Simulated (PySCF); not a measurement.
## Correlation energy of P⁺ (phosphorus, charge +1)

[Ne] 3s2 3p2, high-spin 3P determinant. All numbers are calculated (PySCF 2.14, no relativity, point nucleus, in cc-pV(T+d)Z). Frozen: [Ne]; 4 electrons correlated.

MP2 pair energies summed by pair of shells (mhartree):

```csv
pair,energy,share (%)
3s-3p,-38.88,62.2
3s-3s,-17.11,27.4
3p-3p,-6.52,10.4
```

Total MP2 correlation energy: -62.51 mhartree.

Same-spin part -10.56 and opposite-spin part -51.95 mhartree; SCS-MP2 scales them by 1/3 and 6/5 to -65.85 mhartree.

```tsv
level	correlation energy (mhartree)
CCSD	-82.89
(T)	-2.34
CCSD(T)	-85.23
```

Diagnostics: T1 = 0.0100, D1 = 0.0252, largest double amplitude 0.103.

Cost of the coupled-cluster step: 0.24 s of wall time on 1 thread of Intel(R) Xeon(R) 6975P-C (shared host), for 4 correlated electrons.

Iterations:

```
CC2 = 0
CCSD nocc = (np.int64(3), np.int64(1)), nmo = (34, 34)
frozen orbitals [[0, 1, 2, 3, 4], [0, 1, 2, 3, 4]]
max_cycle = 100
direct = 0
conv_tol = 1e-08
conv_tol_normt = 1e-06
diis_space = 8
diis_start_cycle = 0
Init t2, MP2 energy = -0.0625067733823679
Init E_corr(UCCSD) = -0.0625067733879641
cycle = 1  E_corr(UCCSD) = -0.0764549318405766  dE = -0.0139481585  norm(t1,t2) = 0.0511922
cycle = 2  E_corr(UCCSD) = -0.0804027288649161  dE = -0.00394779702  norm(t1,t2) = 0.0200592
cycle = 3  E_corr(UCCSD) = -0.0828826131452936  dE = -0.00247988428  norm(t1,t2) = 0.00940879
cycle = 4  E_corr(UCCSD) = -0.0828797323719341  dE = 2.88077336e-06  norm(t1,t2) = 0.00175984
cycle = 5  E_corr(UCCSD) = -0.0828958818305876  dE = -1.61494587e-05  norm(t1,t2) = 0.000258115
cycle = 6  E_corr(UCCSD) = -0.0828909901241096  dE = 4.89170648e-06  norm(t1,t2) = 5.95161e-05
cycle = 7  E_corr(UCCSD) = -0.0828934249579124  dE = -2.4348338e-06  norm(t1,t2) = 9.118e-06
cycle = 8  E_corr(UCCSD) = -0.0828928844387917  dE = 5.40519121e-07  norm(t1,t2) = 2.08249e-06
cycle = 9  E_corr(UCCSD) = -0.0828928779756067  dE = 6.46318496e-09  norm(t1,t2) = 3.60926e-07
UCCSD converged
E(UCCSD) = -340.434929853258  E_corr = -0.0828928779756067
UCCSD(T) correction = -0.00233730483461557
```
